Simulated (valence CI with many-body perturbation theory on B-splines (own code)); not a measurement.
## Level structure of I XXII

Method: relativistic CI+MBPT: four valence electrons over a frozen Dirac-Fock core [Ar] 3d10, a basis of 11 s, 11 p, 10 d, 8 f, 5 g, 2 h functions for each j, with the one-electron correlation potential Σ1, the two-electron term Σ2, the three-electron term Σ3, Breit, model QED; selected CI, second order for the rest, scaled by the run's own slope (own B-spline code, finite nucleus).

No measured spectrum was set against this ion. As an estimate, levels hold to about 250 cm⁻¹ or 0.2 % of their energy and the worst to 1 %, as in measured heavy ions of charge 2 to 7; those with d or f electrons hold less well. Among the levels kept, up to 460 cm⁻¹ of a level comes from second order outside the variational space, and about a tenth of that is noise between levels of different J, which matters for small intervals.

Levels 46 to 90 of 186, with energies above the lowest level, 4s2 4p2 3P_0. "Leading %" is the weight of the configuration and term that name the level; weights of strongly mixed levels are sums over their largest components and can fall short. In the jj column 3d3/2^4 stands for four electrons in 3d with j = 3/2. Lifetimes count E1, E2, E3, M1 and M2 decay at the calculated energies, and are blank where another channel may lead or the interval is too uncertain; long ones can be off by a factor of two.

```csv
No.,Configuration,Term,J,E (cm⁻¹),Leading %,Lifetime,Second component,Leading jj
46,4s 4p2 4d,5P,2,1304700,64,4.10 ps,16 % 4s 4p2 4d 3P,4s 4p1/2 4p3/2 4d3/2 (55 %)
47,4s 4p2 4d,5P,1,1309500,70,3.85 ps,14 % 4s 4p2 4d 3P,4s 4p1/2 4p3/2 4d3/2 (70 %)
48,4s 4p2 4d,3G,3,1317400,65,34.5 ps,21 % 4s 4p2 4d 1F,4s 4p1/2 4p3/2 4d3/2 (84 %)
49,4s 4p2 4d,3P,1,1318900,31,6.27 ps,21 % 4s 4p2 4d 3D,4s 4p1/2 4p3/2 4d5/2 (40 %)
50,4s 4p2 4d,3F,2,1319700,40,7.53 ps,25 % 4s 4p2 4d 3P,4s 4p1/2 4p3/2 4d3/2 (43 %)
51,4p4,1S,0,1322200,38,20.2 ps,26 % 4p4 3P,4p3/2^4 (59 %)
52,4s 4p2 4d,3G,4,1335700,25,27.3 ps,22 % 4s 4p2 4d 3F,4s 4p1/2 4p3/2 4d3/2 (31 %)
53,4s 4p2 4d,3G,4,1352000,46,42.5 ps,22 % 4s 4p2 4d 3F,4s 4p1/2 4p3/2 4d5/2 (77 %)
54,4s 4p2 4d,3D,3,1361200,46,10.6 ps,18 % 4s 4p2 4d 1F,4s 4p1/2 4p3/2 4d5/2 (66 %)
55,4s 4p2 4d,3D,1,1362700,72,6.55 ps,9 % 4s 4p2 4d 3P,4s 4p1/2 4p3/2 4d3/2 (70 %)
56,4s 4p2 4d,3D,3,1369100,43,4.66 ps,31 % 4s 4p2 4d 3F,4s 4p1/2 4p3/2 4d5/2 (60 %)
57,4s 4p2 4d,3D,1,1377300,64,9.80 ps,13 % 4s 4p2 4d 1P,4s 4p1/2 4p3/2 4d5/2 (68 %)
58,4s 4p2 4d,3P,0,1383500,59,6.00 ps,16 % 4s 4p2 4d 1S,4s 4p3/2^2 4d5/2 (25 %)
59,4s 4p2 4d,3F,4,1390300,44,26.4 ps,32 % 4s 4p2 4d 1G,4s 4p3/2^2 4d5/2 (62 %)
60,4s 4p2 4d,3F,2,1392600,40,5.32 ps,35 % 4s 4p2 4d 3D,4s 4p1/2 4p3/2 4d3/2 (48 %)
61,4s 4p2 4d,3P,0,1393000,86,4.43 ps,5 % 4s2 4d2 3P,4s 4p1/2 4p3/2 4d5/2 (51 %)
62,4s 4p2 4d,3G,5,1398300,72,82.4 ps,25 % 4s 4p2 4d 5F,4s 4p3/2^2 4d5/2 (80 %)
63,4s 4p2 4d,3F,2,1399500,42,4.41 ps,17 % 4s 4p2 4d 3D,4s 4p1/2 4p3/2 4d5/2 (31 %)
64,4s 4p2 4d,3F,3,1400100,43,6.88 ps,18 % 4s 4p2 4d 1F,4s 4p1/2 4p3/2 4d5/2 (58 %)
65,4s 4p2 4d,3D,1,1400100,53,3.72 ps,21 % 4s 4p2 4d 3P,4s 4p3/2^2 4d3/2 (44 %)
66,4s 4p2 4d,3P,1,1405900,47,5.39 ps,30 % 4s 4p2 4d 3S,4s 4p1/2 4p3/2 4d5/2 (86 %)
67,4s 4p2 4d,3D,2,1407400,68,3.74 ps,7 % 4s 4p2 4d 3P,4s 4p3/2^2 4d3/2 (43 %)
68,4s 4p2 4d,3D,2,1410200,59,5.90 ps,8 % 4s 4p2 4d 3P,4s 4p1/2 4p3/2 4d5/2 (53 %)
69,4s 4p2 4d,3D,3,1422400,45,3.37 ps,24 % 4s 4p2 4d 3F,4s 4p3/2^2 4d3/2 (48 %)
70,4s 4p2 4d,3P,2,1437900,41,3.65 ps,16 % 4s 4p2 4d 1D,4s 4p1/2 4p3/2 4d5/2 (30 %)
71,4s 4p2 4d,3P,1,1438100,33,4.28 ps,28 % 4s 4p2 4d 1P,4s 4p3/2^2 4d3/2 (44 %)
72,4s 4p2 4d,3F,4,1456500,72,3.15 ps,9 % 4s 4p2 4d 1G,4s 4p3/2^2 4d3/2 (67 %)
73,4s 4p2 4d,3D,3,1474500,49,11.6 ps,14 % 4s 4p2 4d 1F,4s 4p3/2^2 4d5/2 (75 %)
74,4s 4p2 4d,3S,1,1481400,40,5.80 ps,28 % 4s 4p2 4d 1P,4s 4p3/2^2 4d5/2 (76 %)
75,4s 4p2 4d,3P,0,1485300,42,3.17 ps,39 % 4s 4p2 4d 1S,4s 4p1/2 4p3/2 4d3/2 (28 %)
76,4s 4p2 4d,3F,4,1492600,65,15.3 ps,9 % 4s 4p2 4d 1G,4s 4p3/2^2 4d5/2 (78 %)
77,4s 4p2 4d,3P,2,1497800,24,4.31 ps,24 % 4s 4p2 4d 1D,4s 4p3/2^2 4d5/2 (50 %)
78,4s 4p2 4d,3D,3,1500900,53,5.75 ps,24 % 4s 4p2 4d 3F,4s 4p3/2^2 4d5/2 (62 %)
79,4s 4p2 4d,3D,1,1510700,49,3.07 ps,31 % 4s 4p2 4d 1P,4s 4p3/2^2 4d3/2 (64 %)
80,4s 4p2 4d,3D,3,1514100,62,5.38 ps,10 % 4s 4p2 4d 3F,4s 4p3/2^2 4d5/2 (57 %)
81,4s 4p2 4d,3D,2,1515000,47,3.50 ps,21 % 4s 4p2 4d 3F,4s 4p3/2^2 4d3/2 (53 %)
82,4s 4p2 4d,3D,1,1518800,59,3.41 ps,16 % 4s 4p2 4d 3P,4s 4p3/2^2 4d3/2 (59 %)
83,4s 4p2 4d,1D,2,1535300,35,3.62 ps,25 % 4s 4p2 4d 3D,4s 4p3/2^2 4d3/2 (50 %)
84,4s 4p2 4d,1D,2,1539300,56,6.92 ps,12 % 4s 4p2 4d 3D,4s 4p3/2^2 4d5/2 (68 %)
85,4s 4p2 4d,1F,3,1547500,29,3.46 ps,28 % 4s2 4p 4f 1F,4s 4p3/2^2 4d5/2 (34 %)
86,4s2 4p 4f,3G,4,1573800,33,8.43 ps,25 % 4s2 4p 4f 1G,4s^2 4p1/2 4f7/2 (74 %)
87,4s2 4p 4f,3G,3,1576600,42,4.45 ps,27 % 4s2 4p 4f 3F,4s^2 4p1/2 4f5/2 (37 %)
88,4s2 4p 4f,3F,2,1579800,40,4.67 ps,22 % 4s2 4d2 3F,4s^2 4p1/2 4f5/2 (54 %)
89,4s 4p2 4d,3P,1,1584300,50,2.62 ps,39 % 4s 4p2 4d 1P,4s 4p3/2^2 4d5/2 (62 %)
90,4s 4p2 4d,3P,0,1585100,55,2.32 ps,18 % 4s 4p2 4d 1S,4s 4p3/2^2 4d3/2 (50 %)
```

Names give the largest LS component (configuration and term), which can be under half, so a name can repeat, a term be missing and a line seem to break the LS rules; names also repeat where a configuration has a term twice.

Where two levels of one J and parity lie close, their mixing, g and order are uncertain.
